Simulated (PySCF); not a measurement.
Compound: C5H14BNO.
Structure used (PBE0-D3(BJ)/def2-SVP), in Å, numbered top down from 1:
```
atom  x, y, z in Å
C1    -2.5374   -0.8921   -0.0312
C2    -1.7226    0.2324    0.5827
C3    -2.3916    1.5859    0.4387
O4    -0.4567    0.2954   -0.0454
B5     0.6446   -0.3066    0.4888
N6     1.8620   -0.2818   -0.2156
C7     3.0645   -0.8785    0.2978
C8     1.9956    0.3469   -1.5044
H9    -2.6695   -0.7199   -1.1109
H10   -3.5321   -0.9598    0.4351
H11   -2.0271   -1.8579    0.1021
H12   -1.5765    0.0175    1.6584
H13   -2.5377    1.8278   -0.6256
H14   -3.3731    1.5947    0.9357
H15   -1.7671    2.3733    0.8852
H16    0.5905   -0.8585    1.5701
H17    3.4475   -1.6680   -0.3761
H18    2.8724   -1.3314    1.2797
H19    3.8724   -0.1318    0.4161
H20    2.3227   -0.3772   -2.2738
H21    2.7441    1.1608   -1.4802
H22    1.0309    0.7700   -1.8109
```

Computed with PySCF at PBE0/pcSseg-1, non-relativistic, on one gas-phase PBE0-D3(BJ)/def2-SVP geometry that isn't relaxed in the solvent. The solvent is an IEF-PCM continuum (cavity from Bondi-type radii × 1.2). Specific hydrogen bonds and non-electrostatic terms are outside this model.

| run | E − E(gas) (kJ/mol) | HOMO (eV) | HOMO–LUMO gap (eV) | dipole (D) |
| --- | --- | --- | --- | --- |
| gas | 0.00 | -6.54 | 7.84 | 0.18 |
| P | -3.60 | -6.53 | 7.81 | 0.22 |
| Q | -8.19 | -6.56 | 7.78 | 0.28 |

**Question.** The runs were made in cyclohexane and dichloromethane. Which run belongs to which solvent?

**Answer.** P = cyclohexane, Q = dichloromethane. The dielectric constants are 2.017 (cyclohexane), 8.93 (dichloromethane), and the energy falls further as ε rises. In this model the ground state sees the solvent through ε alone.

**Question.** How constant is the ratio of the lowering to (ε − 1)/(2ε + 1)?

**Answer.** 
| solvent | (ε − 1)/(2ε + 1) | E − E(gas) (kJ/mol) | ratio (kJ/mol) | polarisation term (kJ/mol) |
| --- | --- | --- | --- | --- |
| cyclohexane | 0.202 | -3.60 | -17.8 | -3.76 |
| dichloromethane | 0.420 | -8.19 | -19.5 | -9.09 |

The ratio changes by +9.2 % in size from cyclohexane to dichloromethane. The polarisation term is half the interaction of the solute with the induced surface charges.
